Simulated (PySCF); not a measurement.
**Polarisability and C₆ of B+ (boron, charge +1)**

[He] 2s2, closed-shell 1S. All numbers are calculated (PySCF 2.14, no relativity, point nucleus, in aug-cc-pwCVDZ (5s4p2d, 27 functions)). Coupled (time-dependent) response in atomic units; α is the mean over directions. A double-zeta set is small for polarisabilities.

| method | mean α (bohr³) | C₆ (like pair) | S(−4) |
| --- | --- | --- | --- |
| UHF | 11.44 | 31.91 | 114.5 |
| PBE | 10.70 | 28.91 | 99.97 |
| PBE0 | 10.83 | 29.41 | 102.4 |
| M06-2X | 10.42 | 26.40 | 106.3 |
| HSE06 | 10.85 | 29.52 | 103.0 |

S(−4) is the Cauchy moment in α(ω) = α(0) + S(−4) ω² + …

α(iu) at UHF:

```tsv
u (hartree)	α(iu) (bohr³)
0	11.44
0.0500	11.16
0.100	10.40
0.200	8.204
0.300	6.110
0.500	3.439
0.750	1.910
1.00	1.202
1.50	0.6025
2.00	0.3662
3.00	0.1848
5.00	0.08266
```

A single London oscillator, α(iu) = α/(1 + u²/ω²), gives C₆ = (3/4) ω α². Matching the computed C₆ needs ω = 4 × 31.91 / (3 × 11.44²) = 0.325 hartree.

For an ion, C₆ is the dispersion term alone; charge-induced terms of lower order in 1/R come first.
